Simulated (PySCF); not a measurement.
NICS in one family of compounds.

NICS is the negative of the GIAO shielding at a point without a nucleus: at the ring centre (0) and 1 Å above and below it (1); zz is the component along the ring normal. Level: GIAO PBE0/pcSseg-1 (PySCF, non-relativistic, gas phase) on the GFN2-xTB geometries, one conformer each. Atom numbers follow the mapped SMILES.

**Question.** Order these rings by mean NICS(1)zz, lowest (most negative) first (ppm).
A. ring C3–P4–C5–C6–S7 in `[CH3:1][O:2][c:3]1[p:4][cH:5][cH:6][s:7]1`
B. ring C3–P4–C5–C6–S7 in `[N:1]#[C:2][c:3]1[p:4][cH:5][cH:6][s:7]1`
C. ring C2–P3–C4–C5–S6 in `[CH3:1][c:2]1[p:3][cH:4][cH:5][s:6]1`

**Answer.** B (-26.6), C (-24.8), A (-22.9).

```
    SMILES                                                     ring  NICS(0)  NICS(1)  NICS(1)zz  HOMA  rms pucker (Å)  ring atoms with four or more neighbours
N#Cc1pccs1  5-membered ring with P and S; formal bonds all aromatic    -12.3    -11.8      -26.6  0.73            0.00                                        0
  Cc1pccs1  5-membered ring with P and S; formal bonds all aromatic    -11.1    -10.9      -24.8  0.72            0.00                                        0
 COc1pccs1  5-membered ring with P and S; formal bonds all aromatic    -11.7    -10.5      -22.9  0.68            0.00                                        0
```

NICS(0) gives another order. The isotropic NICS(1) gives the same order. HOMA uses Krygowski's 1993 parameters. NICS(1) and NICS(1)zz are means over the two faces.
